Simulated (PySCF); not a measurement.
C3H3NO3S. Atoms are numbered in the order given.

```xyz
11

N      3.8010     1.0631    -0.6382
C      2.6544     0.9585    -0.5045
C      1.2433     0.8482    -0.3412
C      0.6391    -0.3061    -0.0423
S     -1.1192    -0.3488     0.0874
O     -1.5959    -1.4926    -0.6656
O     -1.6296     0.9867    -0.1077
O     -1.2855    -0.7109     1.6556
H      0.6402     1.7556    -0.4653
H      1.1474    -1.2639     0.0937
H     -1.6201    -1.6204     1.7108
```
Charge 0, spin multiplicity 1.

Geometry optimised at PBE0-D3(BJ)/def2-SVP. Other conformers were not sampled.

Method: r2SCAN/def2-TZVP (PySCF).

Atomic charges (e):

```csv
atom,Löwdin,meta-Löwdin
N1,0.10,-0.18
C2,-0.17,0.11
C3,-0.14,-0.10
C4,-0.24,-0.31
S5,0.60,1.97
O6,-0.26,-0.78
O7,-0.24,-0.77
O8,-0.15,-0.67
H9,0.18,0.18
H10,0.15,0.17
H11,0.18,0.38
```

Computed Mayer and Wiberg (Löwdin basis) orders of the bonds:
```
bond    Mayer  Wiberg
------  -----  ------
N1–C2    2.92    3.25
C2–C3    1.00    1.35
C3–C4    1.80    1.99
C4–S5    0.90    1.06
S5–O6    1.86    2.37
S5–O7    1.90    2.39
S5–O8    1.09    1.47
C3–H9    0.92    0.79
C4–H10   0.93    0.85
O8–H11   0.84    1.02
```
